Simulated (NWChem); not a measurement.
Everything below was run with NWChem. System: HBrPb, charge 0, spin multiplicity 1, at a geometry optimised with PBE0/def2-SVP with def2 effective core potentials on Pb. The structure started from a generated list of species. Level: MP2/def2-SVPD with def2 effective core potentials on Pb, 13 core orbitals frozen.

Job file:

```
start mol
memory heap 200 mb stack 900 mb global 1100 mb
geometry units angstroms nocenter noautoz
  Pb    -0.535686     0.567959     0.000000
  H      0.763181     1.900152     0.000000
  Br     1.233231    -1.384937     0.000000
  symmetry group Cs
end
basis spherical
  * library def2-svpd
end
ecp
  Pb library def2-ecp
end
scf
  rhf
  nopen 0
  maxiter 100
  thresh 1e-7
  semidirect memsize 60000000 filesize 0
end
mp2
  freeze core 13
end
task mp2 energy
```

Part of the output:

```
             Northwest Computational Chemistry Package (NWChem) 7.3.0
             --------------------------------------------------------

                                NWChem Input Module
                                -------------------

 Scaling coordinates for geometry "geometry" by  1.889725989
 (inverse scale =  0.529177249)

 Turning off AUTOSYM since
 SYMMETRY directive was detected!

                             Geometry "geometry" -> ""
                             -------------------------

 Output coordinates in angstroms (scale by  1.889725989 to convert to a.u.)

  No.       Tag          Charge          X              Y              Z
 ---- ---------------- ---------- -------------- -------------- --------------
    1 Pb                  82.0000    -0.53568600     0.56795900     0.00000000
    2 H                    1.0000     0.76318100     1.90015200     0.00000000
    3 Br                  35.0000     1.23323100    -1.38493700     0.00000000

 Effective nuclear repulsion energy (a.u.)     605.2891988001

            Nuclear Dipole moment (a.u.)
            ----------------------------
        X                 Y               Z
 ---------------- ---------------- ----------------
     0.0000264562    -0.0000094486     0.0000000000

      Symmetry information
      --------------------

 Group name             Cs
 Group number              2
 Group order               2
 No. of unique centers     3

      Symmetry unique atoms

     1    2    3


 Summary of "ao basis" -> "" (spherical)
 ------------------------------------------------------------------------------
       Tag                 Description            Shells   Functions and Types
 ---------------- ------------------------------  ------  ---------------------
 *                         def2-svpd                  on all atoms

 Summary of "ao basis" -> "ao basis" (spherical)
 ------------------------------------------------------------------------------
       Tag                 Description            Shells   Functions and Types
 ---------------- ------------------------------  ------  ---------------------
 Pb                        def2-svpd                12       32   5s4p3d
 H                         def2-svpd                 4        8   2s2p
 Br                        def2-svpd                15       41   6s5p4d

                                 NWChem SCF Module
                                 -----------------

  ao basis        = "ao basis"
  functions       =    81
  atoms           =     3
  closed shells   =    29
  open shells     =     0
  charge          =   0.00
  wavefunction    = RHF
  use symmetry    = T
  symmetry adapt  = T

 Summary of "ao basis" -> "ao basis" (spherical)
 ------------------------------------------------------------------------------
       Tag                 Description            Shells   Functions and Types
 ---------------- ------------------------------  ------  ---------------------
 Pb                        def2-svpd                12       32   5s4p3d
 H                         def2-svpd                 4        8   2s2p
 Br                        def2-svpd                15       41   6s5p4d

      Symmetry analysis of basis
      --------------------------

        a'         56
        a"         25

 Forming initial guess at       0.0s

      Superposition of Atomic Density Guess
      -------------------------------------

 Sum of atomic energies:       -2791.94740669

      Non-variational initial energy
[...]
  ----- ------------  ---------------      ----- ------------  ---------------
    17      0.689115  1 Pb pz                14      0.405312  1 Pb pz
    58     -0.190635  3 Br pz                11     -0.165756  1 Pb pz
     8     -0.162708  1 Pb pz

 Vector   31  Occ=0.000000D+00  E= 3.872589D-02  Symmetry=a'
              MO Center= -1.4D+00,  1.5D+00, -1.3D-14, r^2= 8.2D+00
   Bfn.  Coefficient  Atom+Function         Bfn.  Coefficient  Atom+Function
  ----- ------------  ---------------      ----- ------------  ---------------
     5      2.250795  1 Pb s                 46     -1.396557  3 Br s
     4     -1.142764  1 Pb s                 45      0.385612  3 Br s
    28     -0.378941  1 Pb d -2              60     -0.286937  3 Br py
    59      0.254913  3 Br px                12     -0.193853  1 Pb px
    30     -0.191385  1 Pb d  0               1      0.185440  1 Pb s

 Vector   32  Occ=0.000000D+00  E= 6.333378D-02  Symmetry=a'
              MO Center= -3.6D-01, -2.8D-01, -6.8D-14, r^2= 1.1D+01
   Bfn.  Coefficient  Atom+Function         Bfn.  Coefficient  Atom+Function
  ----- ------------  ---------------      ----- ------------  ---------------
     5      1.954081  1 Pb s                  4     -0.815274  1 Pb s
    16     -0.728191  1 Pb py                60     -0.594733  3 Br py
    46     -0.587162  3 Br s                 15      0.467447  1 Pb px
    59      0.409459  3 Br px                28      0.262207  1 Pb d -2
    13     -0.228978  1 Pb py                45     -0.176652  3 Br s

 center of mass
 --------------
 x =  -0.07905227 y =   0.06121073 z =   0.00000000

 moments of inertia (a.u.)
 ------------------
         798.876207210867         706.772878940997           0.000000000000
         706.772878940997         647.448236462045           0.000000000000
           0.000000000000           0.000000000000        1446.324443672912

  Mulliken analysis of the total density
  --------------------------------------

    Atom       Charge   Shell Charges
 -----------   ------   -------------------------------------------------------
    1 Pb  22    21.19   2.99 -0.95  1.23  0.58 -0.04  3.36  2.63  0.87  0.43  9.75  0.33  0.00
    2 H    1     1.18   0.66  0.51  0.01  0.00
    3 Br  35    35.63   2.00  2.00  2.00  1.34  0.64  0.04  6.00  5.99  2.28  3.16  0.17  8.23  1.73  0.06  0.01

       Multipole analysis of the density wrt the origin
       ------------------------------------------------

     L   x y z        total         open         nuclear
     -   - - -        -----         ----         -------
     0   0 0 0      0.000000      0.000000     58.000000

     1   1 0 0     -1.386680      0.000000     60.738012
     1   0 1 0      1.022239      0.000000    -64.397222
     1   0 0 1     -0.000000      0.000000      0.000000

     2   2 0 0    -38.000190      0.000000    214.712415
     2   1 1 0     -0.320834      0.000000   -232.195753
     2   1 0 1     -0.000000      0.000000      0.000000
     2   0 2 0    -38.727326      0.000000    277.968247
     2   0 1 1      0.000000      0.000000      0.000000
     2   0 0 2    -32.860995      0.000000      0.000000

                   NWChem MP2 Semi-direct Energy/Gradient Module
                   ---------------------------------------------

  Basis functions       =     81
  Molecular orbitals    =     81
  Frozen core           =     13
  Frozen virtuals       =      0
  Active alpha occupied =     16
  Active beta occupied  =     16
  Active alpha virtual  =     52
  Active beta virtual   =     52
  Use MO symmetry       = T
  Use skeleton AO sym   = T

  AO/Fock/Back tols     =   1.0D-09  1.0D-09  1.0D-09

 GA uses MA = F    GA memory limited = T

 Available:
  local mem=  1.26D+08
 global mem=  1.44D+08
 local disk=  0.00D+00
  mp2_memr nvloc                    52
  nvloc new                    52
   1 passes of  16:        3145728                      34600                   9196412.
   1 passes of  16: M    126146576           G      144166078           F     123000848.

 Semi-direct pass number   1 of   1  for RHF alpha+beta  at        1.2s
  vrange nnbf                  3247
  mp2_eaftype                    35  avail_ma_in_mb                  1099
 EAF : mp2_eaftype filesize          35    4598206.
  mp2_eaf for mointskh                     35
Node 0 wrote     21.6 Mb in      0.0 s     Agg I/O rate:  2420.7 Mb/s
 Done moints_semi at        3.4s
  mp2_eaftype                    35  avail_ma_in_mb                  1064
 EAF : mp2_eaftype filesize          35    4598206.
  mp2_eaf for kh                    35
 Done maket at        3.4s
 Done multipass loop at        3.4s

          -------------------------------------------
          SCF energy               -2764.556282649328
          Correlation energy          -0.333961442676
          Singlet pairs               -0.185162382702
          Triplet pairs               -0.148799059974
          Total MP2 energy         -2764.890244092004
          -------------------------------------------

          ---------------------------------------------------
                    Spin Component Scaled (SCS) MP2
          Same spin pairs                     -0.099199373316
          Same spin scaling factor             0.333333333333
          Opposite spin pairs                 -0.234762069360
          Opposite spin scaling fact.          1.200000000000
          SCS-MP2 correlation energy          -0.314780941004
          Total SCS-MP2 energy             -2764.871063590332
          ---------------------------------------------------

 -----------------------
 Performance information
 -----------------------

 Timer overhead =  9.64D-08 seconds/call

               Nr. of calls         CPU time (s)                 Wall time (s)                GFlops
             ---------------    -------------------     ------------------------------   -------------------
Name         Min   Avg   Max    Min     Avg     Max     Min     Avg     Max   Mx/calls   Min     Max     Sum
mp2: moin     1     1     1    2.2     2.2     2.2      2.2     2.2     2.2     2.2      0.0     0.0     0.0
mp2: make     1     1     1   6.76E-2 6.76E-2 6.76E-2  6.76E-2 6.76E-2 6.76E-2 6.76E-2   0.0     0.0     0.0
mp2: tota     1     1     1    2.3     2.3     2.3      2.3     2.3     2.3     2.3      0.0     0.0     0.0

 The average no. of pstat calls per process was 3.00D+00
 with a timing overhead of 2.89D-07s

 Task  times  cpu:        3.4s     wall:        3.4s

 Total times  cpu:        3.4s     wall:        3.4s
```
